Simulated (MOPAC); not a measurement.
MOPAC input (PM3):

```
PM3 FORCE THERMO(298,298) PRECISE LET GEO-OK AUX(PRECISION=9) THREADS=1
ClGa

Ga    0.00000000 1    0.00000000 1   -0.82665258 1
Cl   -0.00000000 1    0.00000000 1    1.47966340 1
```

### Question
Which zero-point energy does it print?

### Answer
0.45 kcal/mol, from the harmonic wavenumbers of PM3.
